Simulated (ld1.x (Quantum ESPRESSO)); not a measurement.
# Ranking TM potentials for gold (Au)

All share these settings but for the change named:

gold (Au), norm-conserving Troullier–Martins (Kleinman–Bylander form), made with ld1.x (Quantum ESPRESSO) 7.5 (LDA (PZ), fully relativistic). Core [Xe] 4f14, reference 5d9 6s2 6p0. Waves: 6s (bound): rc 2.05 bohr; 6p (bound, empty): rc 3.40 bohr; 5d (bound): rc 2.05 bohr. Local part: all-electron potential smoothed inside 2.00 bohr (lloc = -2). Core correction: Bessel-smoothed model core inside 1.70 bohr.

Open shells are filled in proportion to 2j + 1 (rel_dist='average').

Test errors are all-electron minus pseudo excitation energies from the reference, over 5d10 6s1 6p0; 5d10 6s0 6p0; 5d9 6s0 6p0; 5d7 6s0 6p0; 5d10 6s0 6p1; 5d10 6s0.5 6p0; 5d8 6s0 6p0. None of these files shows a bound ghost.

The base gives 303.1 meV.

Of 12 variants that were run, those that failed, showed a ghost or another fault, or gave nearly equal values are left out.

A variant can come out equal or close to the base, since the largest error may sit in a test that the change hardly touches while other tests move.

Q: Rank these variants by their largest absolute test error, smallest first.
A. wave 6s (bound): rc 2.05 bohr becomes 6s (bound): rc 2.60 bohr
B. all radii but the core radius scaled by about 1.37 (s 2.80, p 4.66, d 2.80 bohr); local potential all-electron potential smoothed inside 2.74 bohr (lloc = -2)
C. wave 6p (bound): rc 3.40 bohr becomes 6p (bound): rc 5.24 bohr

A: C (303.4 meV), A (361.2 meV), B (589.5 meV).
